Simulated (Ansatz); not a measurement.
GeMe3(OSiMe3) (C6H18GeOSi). Total charge 0; singlet. Geometry PBE0-D4/def2-SVP; atoms count from 1.

```
atom    x (Å)    y (Å)    z (Å)
 Ge1  -0.3697   1.5913  -0.2778
  C2  -0.9790   2.4477  -1.9115
  H3  -0.2435   2.2983  -2.7154
  H4  -1.1175   3.5284  -1.7572
  H5  -1.9367   2.0126  -2.2325
  C6  -1.6795   1.7421   1.1580
  H7  -1.8837   2.7994   1.3869
  H8  -1.3138   1.2548   2.0735
  H9  -2.6238   1.2614   0.8631
 C10   1.3769   2.2493   0.2858
 H11   2.1312   2.0344  -0.4852
 H12   1.6919   1.7680   1.2233
 H13   1.3465   3.3374   0.4499
 O14  -0.2055  -0.1347  -0.7000
Si15   0.2641  -1.5854  -0.0426
 C16   2.0818  -1.5241   0.4364
 C17  -0.0091  -2.8944  -1.3547
 C18  -0.7680  -1.9743   1.4813
 H19   2.4252  -2.5021   0.8108
 H20   2.2671  -0.7808   1.2281
 H21   2.7073  -1.2558  -0.4298
 H22   0.5808  -2.6696  -2.2572
 H23   0.2857  -3.8925  -0.9931
 H24  -1.0697  -2.9365  -1.6489
 H25  -0.5938  -1.2416   2.2856
 H26  -1.8432  -1.9624   1.2418
 H27  -0.5220  -2.9713   1.8815
```

Estimate the Mulliken populations from the PBE0/def2-TZVP orbitals of Ansatz.


```tsv
atom	charge (e)
Ge1	0.46
C2	-0.46
H3	0.14
H4	0.13
H5	0.14
C6	-0.48
H7	0.14
H8	0.13
H9	0.14
C10	-0.48
H11	0.14
H12	0.13
H13	0.14
O14	-0.47
Si15	0.46
C16	-0.48
C17	-0.47
C18	-0.48
H19	0.13
H20	0.12
H21	0.13
H22	0.13
H23	0.12
H24	0.13
H25	0.12
H26	0.13
H27	0.13
```
Mulliken values and Mayer orders depend strongly on the basis.

And the Mayer bond orders between bonded heavy atoms (over 0.3)?

Ge1–C2 0.99 (1.94 Å); Ge1–C6 0.96 (1.95 Å); Ge1–C10 0.96 (1.95 Å); Ge1–O14 0.93 (1.78 Å); O14–Si15 1.17 (1.66 Å); Si15–C16 0.98 (1.88 Å); Si15–C17 1.02 (1.87 Å); Si15–C18 0.98 (1.88 Å).
